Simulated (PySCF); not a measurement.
Al(AsH2)2(OH) (AlAs2H5O), SMILES [OH][Al]([AsH2])[AsH2]. Atoms are numbered in the order given.

```xyz
9

Al    -0.3294     0.5904    -0.1946
As     1.2009    -0.4312    -1.7946
H      2.0940    -0.9346    -0.6563
H      1.9687     0.8888    -1.9088
As    -0.7853    -0.3088     2.0415
H     -0.7700    -1.7301     1.4716
H     -2.2954    -0.1638     1.8228
O     -1.0848     2.0168    -0.7541
H     -1.7513     2.5503    -0.3120
```

Coordinates come from a B3LYP-D3(BJ)/def2-SVP optimisation. The values are those of a single conformer.

Level of theory: PBE0/def2-TZVP (PySCF).

Gas-phase values at a fixed geometry.

Computed frontier levels, gap, dipole moment and polarisability:
The highest occupied level comes out as -6.78 eV. The lowest empty level is -0.92 eV and the orbital gap is 5.86 eV. The dipole moment is 1.25 D, the quadrupole, principal values (traceless, Buckingham form, about the centre of nuclear charge) comes out as -10.26, 2.97, 7.29 D·Å and the mean static polarisability is 98.3 bohr³ (14.57 Å³). The polarisability, principal values is 76.0, 89.4, 129.7 bohr³.
